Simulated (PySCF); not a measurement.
**Electric field gradients and quadrupole coupling constants**

Compound: C7H7OP.
Atom-mapped SMILES: `[CH3:1][c:2]1[cH:3][c:4]([CH:5]=[O:6])[cH:7][cH:8][p:9]1` (hydrogens: H10, H11, H12 on C1; H13 on C3; H14 on C5; H15 on C7; H16 on C8)

Cartesian coordinates in Å at the GFN2-xTB level; atoms count from 1:
```xyz
16
C7H7OP angstrom
C      2.5736    0.5185    0.4468
C      1.0854    0.5758    0.2530
C      0.4020   -0.5811   -0.0500
C     -0.9769   -0.6676   -0.2553
C     -1.5499   -1.9779   -0.5710
O     -0.9291   -3.0076   -0.6704
C     -1.8106    0.4492   -0.1685
C     -1.3478    1.7093    0.1223
P      0.3090    2.1351    0.4277
H      2.8254   -0.1599    1.2615
H      3.0605    0.1482   -0.4550
H      2.9742    1.5035    0.6787
H      0.9571   -1.5075   -0.1410
H     -2.6485   -1.9601   -0.7208
H     -2.8709    0.3076   -0.3400
H     -2.0610    2.5234    0.1706
```

Field gradients from the PBE0/pcSseg-1 density (PySCF, non-relativistic), principal values in atomic units, ordered |Vxx| ≤ |Vyy| ≤ |Vzz|:

```
atom     Vxx     Vyy      Vzz
  O6  0.4909  1.4908  -1.9817
```

**Question.** Find the asymmetry η = (Vxx − Vyy)/Vzz and the couplings χ = eQV/h (234.96 MHz × Q in barn × V in au), with Q(17O) = −0.0256 b.

**Answer.** 
| atom | environment | nucleus | η | χzz (MHz) | χxx (MHz) | χyy (MHz) |
| --- | --- | --- | --- | --- | --- | --- |
| O6 | aldehyde oxygen | 17O | 0.50 | 11.92 | -2.95 | -8.97 |

**Question.** What is Vzz at O6 in SI units (1 au = 9.71736 × 10²¹ V/m²)?

**Answer.** -1.9817 au = -19.257 × 10²¹ V/m².

Were the hydrogens deuterons (Q(2H) = 0.00286 b), χzz would run from 180 kHz (H14) to 216 kHz (H16).

Geometry: GFN2-xTB, one conformer, isolated molecule. GFN2-xTB bond lengths can be off by several hundredths of an ångström, more for odd bonds, and the gradients follow them. The small basis limits the accuracy of the gradients.
